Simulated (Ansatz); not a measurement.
**Loss of H2: C2H8SSi → C2H6SSi + H2**

Species: C2H8SSi `CCS[SiH3]`, singlet; C2H6SSi `C=CS[SiH3]`, singlet; H2 (hydrogen), singlet. 

Shapes, held fixed at every level: PBE0-D4/def2-TZVP. Flexible molecules stand in one conformer, not always the lowest. Programs: Ansatz 0.2.0. The zero-point and thermal change to 298 K, harmonic and unscaled (PBE0-D4/def2-TZVP), is -28.4 kJ/mol.

```json
{"level": "HF/def2-SVP", "kind": "Hartree–Fock", "ΔH(298 K) (kJ/mol)": "+143.9", "less CCSD(T)/CBS estimate": "+14.7"}
{"level": "BHLYP-D4/def2-TZVPP", "kind": "global hybrid", "ΔH(298 K) (kJ/mol)": "+137.5", "less CCSD(T)/CBS estimate": "+8.3"}
{"level": "r2SCAN0-D4/def2-TZVPP", "kind": "global hybrid", "ΔH(298 K) (kJ/mol)": "+143.6", "less CCSD(T)/CBS estimate": "+14.4"}
{"level": "CCSD/def2-SVP", "kind": "coupled cluster or CI", "ΔH(298 K) (kJ/mol)": "+140.2", "less CCSD(T)/CBS estimate": "+11.0"}
{"level": "CCSD(T)/def2-TZVPP", "kind": "coupled cluster or CI", "ΔH(298 K) (kJ/mol)": "+128.4", "less CCSD(T)/CBS estimate": "-0.8"}
{"level": "CCSD/def2-TZVPP", "kind": "coupled cluster or CI", "ΔH(298 K) (kJ/mol)": "+133.2", "less CCSD(T)/CBS estimate": "+4.0"}
{"level": "CCSD(T)/CBS estimate", "kind": "coupled cluster or CI", "ΔH(298 K) (kJ/mol)": "+129.2", "less CCSD(T)/CBS estimate": "0.0"}
```

The highest level, CCSD(T)/CBS estimate, gives ΔH(298 K) = +129.2 kJ/mol; the levels span +128.4 to +143.9. The column of differences is taken from that level and isn't an error. No measured value is set beside it here. The CBS estimate extrapolates MP2 from def2-TZVPP and def2-QZVPP and adds CCSD(T) − MP2 in the triple-zeta set, cores frozen; for H2 it overshoots the exact energy by about 1 mEh.
